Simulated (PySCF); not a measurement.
Correlation energy of In⁺ (indium, charge +1)

[Kr] 4d10 5s2, closed-shell 1S. All numbers are calculated (PySCF 2.14, scalar relativity through the core potential, in cc-pVDZ-PP with ECP28MDF). Frozen: 4s2 4p6 4d10; 2 electrons correlated.

Total MP2 correlation energy: -20.70 mhartree.

Same-spin part 0.00 and opposite-spin part -20.70 mhartree; SCS-MP2 scales them by 1/3 and 6/5 to -24.84 mhartree.

With two correlated electrons CCSD is exact within the correlated space (frozen core and kept virtual orbitals).

```tsv
level	correlation energy (mhartree)
CCSD	-31.50
```

Diagnostics: T1 = 0.0038, D1 = 0.0054, largest double amplitude 0.099.

Cost of the coupled-cluster step: 0.05 s of wall time on 1 thread of Neoverse-V1 (shared host), for 2 correlated electrons.

Iterations:

```
CC2 = 0
CCSD nocc = 1, nmo = 14
frozen orbitals [0, 1, 2, 3, 4, 5, 6, 7, 8]
max_cycle = 100
direct = 0
conv_tol = 1e-08
conv_tol_normt = 1e-06
diis_space = 8
diis_start_cycle = 0
Init t2, MP2 energy = -189.034607075153  E_corr(MP2) -0.0207035067050119
Init E_corr(CCSD) = -0.0207035067050472
cycle = 1  E_corr(CCSD) = -0.0274667204539016  dE = -0.00676321375  norm(t1,t2) = 0.0453274
cycle = 2  E_corr(CCSD) = -0.0298711051082954  dE = -0.00240438465  norm(t1,t2) = 0.0188634
cycle = 3  E_corr(CCSD) = -0.0315328702294435  dE = -0.00166176512  norm(t1,t2) = 0.00833728
cycle = 4  E_corr(CCSD) = -0.0315048026930861  dE = 2.80675364e-05  norm(t1,t2) = 0.000421671
cycle = 5  E_corr(CCSD) = -0.0315064401100612  dE = -1.63741698e-06  norm(t1,t2) = 4.04023e-05
cycle = 6  E_corr(CCSD) = -0.031504350287459  dE = 2.0898226e-06  norm(t1,t2) = 8.28071e-06
cycle = 7  E_corr(CCSD) = -0.0315049433212606  dE = -5.93033802e-07  norm(t1,t2) = 2.46445e-06
cycle = 8  E_corr(CCSD) = -0.031504846192933  dE = 9.71283276e-08  norm(t1,t2) = 5.11403e-07
cycle = 9  E_corr(CCSD) = -0.031504842989412  dE = 3.20352105e-09  norm(t1,t2) = 3.82417e-08
CCSD converged
E(CCSD) = -189.0454084114376  E_corr = -0.03150484298941196
```
